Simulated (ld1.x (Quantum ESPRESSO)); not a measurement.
## An all-electron radial function and its pseudo partner (hydrogen (H))

Columns: radius, all-electron u(r) and pseudo u(r) of the 1s shell (level -6.49 eV) of hydrogen in the configuration 1s1; PBE, non-relativistic, RRKJ scheme, ld1.x (Quantum ESPRESSO) 7.5.

```csv
r (bohr),all-electron,pseudo
0.035,0.0649,0.0572
0.070,0.1252,0.1138
0.105,0.1813,0.1690
0.140,0.2332,0.2223
0.175,0.2813,0.2730
0.210,0.3257,0.3206
0.245,0.3666,0.3647
0.280,0.4043,0.4051
0.315,0.4389,0.4417
0.350,0.4706,0.4744
0.385,0.4996,0.5037
0.420,0.5260,0.5297
0.455,0.5501,0.5529
0.490,0.5718,0.5737
0.525,0.5914,0.5925
0.560,0.6090,0.6095
0.595,0.6247,0.6249
0.630,0.6387,0.6388
0.665,0.6510,0.6510
0.700,0.6618,0.6618
0.735,0.6711,0.6711
0.770,0.6791,0.6791
0.805,0.6858,0.6858
0.840,0.6913,0.6913
0.875,0.6957,0.6957
0.910,0.6991,0.6991
```

How many radial nodes do the two functions have?

The all-electron 1s function has n − l − 1 = 0; the pseudo-wave has 0.

At about which radius was the pseudo-wave matched?

0.70 bohr. The columns agree to 0.0005 from 0.59 bohr on; several derivatives are matched, so the curves merge somewhat inside the radius.

Is the pseudo-wave norm-conserving?

Yes: the RRKJ scheme keeps the norm inside the radius equal to the all-electron one, which fixes the energy derivative of the logarithmic derivative at the level.
